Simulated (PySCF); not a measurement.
Mg(I)(OH) (HIMgO), SMILES [I][Mg][OH].

Geometry: r2SCAN-D4/def2-TZVP. The def2 effective core potentials stand for the cores of I; spin–orbit coupling is left out. The values are those of a single conformer.

Computed with TDDFT-ωB97X/def2-SVPD run with PySCF.

Vertical excitations; the highest root listed may be one member of a degenerate set. The molecule is in vacuum. State labels are in the subgroup C2v.

```json
[
 {"state": "S1", "symmetry": "B1", "energy (eV)": "5.30", "λ (nm)": "234", "f": "0.047", "main pairs": "HOMO−1→LUMO (degenerate set)"},
 {"state": "S2", "symmetry": "B2", "energy (eV)": "5.30", "λ (nm)": "234", "f": "0.047", "main pairs": "HOMO→LUMO (degenerate set)"},
 {"state": "S3", "symmetry": "B2", "energy (eV)": "6.02", "λ (nm)": "206", "f": "0.068", "main pairs": "HOMO−2→LUMO (degenerate set)"},
 {"state": "S4", "symmetry": "B1", "energy (eV)": "6.02", "λ (nm)": "206", "f": "0.068", "main pairs": "HOMO−3→LUMO (degenerate set)"},
 {"state": "S5", "symmetry": "A1", "energy (eV)": "6.61", "λ (nm)": "188", "f": "0.060", "main pairs": "HOMO−4→LUMO 66 %, HOMO→LUMO+2 11 %, HOMO−1→LUMO+1 11 %"},
 {"state": "S6", "symmetry": "A2", "energy (eV)": "6.68", "λ (nm)": "186", "f": "0.000", "main pairs": "HOMO−1→LUMO+2 36 %, HOMO→LUMO+1 36 %, HOMO−1→LUMO+6 10 %, HOMO→LUMO+5 10 %"},
 {"state": "S7", "symmetry": "A2", "energy (eV)": "6.69", "λ (nm)": "185", "f": "0.000", "main pairs": "HOMO→LUMO+1, HOMO−1→LUMO+2, HOMO→LUMO+5, HOMO−1→LUMO+6 (degenerate set)"},
 {"state": "S8", "symmetry": "A1", "energy (eV)": "6.69", "λ (nm)": "185", "f": "0.000", "main pairs": "HOMO−1→LUMO+1, HOMO→LUMO+2, HOMO→LUMO+6, HOMO−1→LUMO+5 (degenerate set)"},
 {"state": "S9", "symmetry": "A1", "energy (eV)": "7.56", "λ (nm)": "164", "f": "0.664", "main pairs": "HOMO−1→LUMO+1 28 %, HOMO→LUMO+2 28 %, HOMO−4→LUMO 27 %, HOMO→LUMO+6 5 %"},
 {"state": "S10", "symmetry": "A2", "energy (eV)": "7.58", "λ (nm)": "164", "f": "0.000", "main pairs": "HOMO−2→LUMO+1 40 %, HOMO−3→LUMO+2 40 %, HOMO−2→LUMO+5 7 %, HOMO−3→LUMO+6 7 %"},
 {"state": "T1", "symmetry": "B2", "energy (eV)": "5.15", "λ (nm)": "241", "f": "0", "main pairs": "HOMO→LUMO (degenerate set)"},
 {"state": "T2", "symmetry": "B1", "energy (eV)": "5.15", "λ (nm)": "241", "f": "0", "main pairs": "HOMO−1→LUMO (degenerate set)"},
 {"state": "T3", "symmetry": "B2", "energy (eV)": "5.93", "λ (nm)": "209", "f": "0", "main pairs": "HOMO−2→LUMO (degenerate set)"},
 {"state": "T4", "symmetry": "B1", "energy (eV)": "5.93", "λ (nm)": "209", "f": "0", "main pairs": "HOMO−3→LUMO (degenerate set)"}
]
```
Triplets are in the Tamm–Dancoff approximation, which puts them higher than full response would, so one can lie above its singlet here.
